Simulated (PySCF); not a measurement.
CH6GeO, SMILES [GeH3][O]C.

Coordinates come from a ωB97X-D3(BJ)/def2-SVP optimisation.

Method: ωB97X-D3(BJ)/def2-SVP (PySCF).

Frequencies are harmonic and unscaled.

```json
[
 {"mode": "1", "ν (cm⁻¹)": "122", "IR (km/mol)": "3.4", "Raman (Å⁴/amu)": "0.6", "depolarisation": "0.75", "moving atoms (share of kinetic energy)": "H 72 %, O 20 %"},
 {"mode": "2", "ν (cm⁻¹)": "134", "IR (km/mol)": "0.6", "Raman (Å⁴/amu)": "0.1", "depolarisation": "0.75", "moving atoms (share of kinetic energy)": "H 94 %"},
 {"mode": "3", "ν (cm⁻¹)": "226", "IR (km/mol)": "1.5", "Raman (Å⁴/amu)": "0.8", "depolarisation": "0.36", "moving atoms (share of kinetic energy)": "C 35 %, H 31 %, O 25 %, Ge 10 %"},
 {"mode": "4", "ν (cm⁻¹)": "638", "IR (km/mol)": "50.2", "Raman (Å⁴/amu)": "11.7", "depolarisation": "0.54", "moving atoms (share of kinetic energy)": "H 46 %, O 26 %, Ge 15 %, C 12 %"},
 {"mode": "5", "ν (cm⁻¹)": "648", "IR (km/mol)": "58.0", "Raman (Å⁴/amu)": "13.4", "depolarisation": "0.75", "moving atoms (share of kinetic energy)": "H 88 %"},
 {"mode": "6", "ν (cm⁻¹)": "678", "IR (km/mol)": "69.4", "Raman (Å⁴/amu)": "7.4", "depolarisation": "0.35", "moving atoms (share of kinetic energy)": "H 49 %, O 39 %, Ge 11 %"},
 {"mode": "7", "ν (cm⁻¹)": "880", "IR (km/mol)": "187.7", "Raman (Å⁴/amu)": "14.3", "depolarisation": "0.74", "moving atoms (share of kinetic energy)": "H 96 %"},
 {"mode": "8", "ν (cm⁻¹)": "882", "IR (km/mol)": "57.8", "Raman (Å⁴/amu)": "25.3", "depolarisation": "0.75", "moving atoms (share of kinetic energy)": "H 99 %"},
 {"mode": "9", "ν (cm⁻¹)": "907", "IR (km/mol)": "74.2", "Raman (Å⁴/amu)": "22.8", "depolarisation": "0.75", "moving atoms (share of kinetic energy)": "H 98 %"},
 {"mode": "10", "ν (cm⁻¹)": "1165", "IR (km/mol)": "153.8", "Raman (Å⁴/amu)": "3.7", "depolarisation": "0.58", "moving atoms (share of kinetic energy)": "O 45 %, C 38 %, H 17 %"},
 {"mode": "11", "ν (cm⁻¹)": "1186", "IR (km/mol)": "1.5", "Raman (Å⁴/amu)": "2.6", "depolarisation": "0.75", "moving atoms (share of kinetic energy)": "H 76 %, C 19 %"},
 {"mode": "12", "ν (cm⁻¹)": "1214", "IR (km/mol)": "31.1", "Raman (Å⁴/amu)": "1.3", "depolarisation": "0.34", "moving atoms (share of kinetic energy)": "H 63 %, C 21 %, O 16 %"},
 {"mode": "13", "ν (cm⁻¹)": "1482", "IR (km/mol)": "2.3", "Raman (Å⁴/amu)": "9.9", "depolarisation": "0.73", "moving atoms (share of kinetic energy)": "H 92 %"},
 {"mode": "14", "ν (cm⁻¹)": "1485", "IR (km/mol)": "4.8", "Raman (Å⁴/amu)": "20.7", "depolarisation": "0.75", "moving atoms (share of kinetic energy)": "H 97 %"},
 {"mode": "15", "ν (cm⁻¹)": "1490", "IR (km/mol)": "22.2", "Raman (Å⁴/amu)": "11.6", "depolarisation": "0.75", "moving atoms (share of kinetic energy)": "H 91 %, C 9 %"},
 {"mode": "16", "ν (cm⁻¹)": "2167", "IR (km/mol)": "164.5", "Raman (Å⁴/amu)": "73.4", "depolarisation": "0.75", "moving atoms (share of kinetic energy)": "H 98 %"},
 {"mode": "17", "ν (cm⁻¹)": "2176", "IR (km/mol)": "81.6", "Raman (Å⁴/amu)": "184.6", "depolarisation": "0.09", "moving atoms (share of kinetic energy)": "H 99 %"},
 {"mode": "18", "ν (cm⁻¹)": "2229", "IR (km/mol)": "102.0", "Raman (Å⁴/amu)": "154.8", "depolarisation": "0.23", "moving atoms (share of kinetic energy)": "H 99 %"},
 {"mode": "19", "ν (cm⁻¹)": "3002", "IR (km/mol)": "67.1", "Raman (Å⁴/amu)": "121.5", "depolarisation": "0.02", "moving atoms (share of kinetic energy)": "H 97 %"},
 {"mode": "20", "ν (cm⁻¹)": "3071", "IR (km/mol)": "53.6", "Raman (Å⁴/amu)": "60.4", "depolarisation": "0.75", "moving atoms (share of kinetic energy)": "H 90 %, C 10 %"},
 {"mode": "21", "ν (cm⁻¹)": "3137", "IR (km/mol)": "32.9", "Raman (Å⁴/amu)": "119.9", "depolarisation": "0.52", "moving atoms (share of kinetic energy)": "H 91 %, C 9 %"}
]
```
